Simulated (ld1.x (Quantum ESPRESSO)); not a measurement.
## Transferability test, TM potential for silver

silver, norm-conserving Troullier–Martins (Kleinman–Bylander form), made with ld1.x (Quantum ESPRESSO) 7.5 (PBE, scalar-relativistic). Core [Ar] 3d10, reference 4s2 4p6 4d9 5s0 5p0 (charge +2). Waves: 4s (bound): rc 1.00 bohr; 4p (bound): rc 1.50 bohr; 4d (bound): rc 1.00 bohr. Local part: the d channel. Core correction: Bessel-smoothed model core, default radius (core density twice the valence density).

Energies are relative to the spin-unpolarised reference configuration 4s2 4p6 4d9 5s0 5p0; without spin polarisation the order of configurations can differ from experiment.

| valence configuration | charge | ΔE all-electron (eV) | error AE − PS (meV) |
| --- | --- | --- | --- |
| 4s2 4p6 4d10 5s1 5p0 | 0 | -29.871 | +42 |
| 4s2 4p6 4d10 5s0 5p0 | +1 | -22.114 | +2.4 |
| 4s2 4p6 4d9 5s1 5p1 | 0 | -21.299 | +102 |
| 4s2 4p5 4d10 5s1 5p0 | +1 | 35.374 | +9.1 |
| 4s1 4p6 4d10 5s1 5p0 | +1 | 72.182 | +37 |

(1) What are ΔE and the potential's error for 4s2 4p6 4d9 5s1 5p0?

(2) What are ΔE and the potential's error for 4s2 4p6 4d8 5s0 5p0?

## Answers

(1) ΔE = -16.719 eV all-electron; the error (AE − PS) is +67 meV.

(2) ΔE = 36.193 eV all-electron; the error (AE − PS) is +1.4 meV.
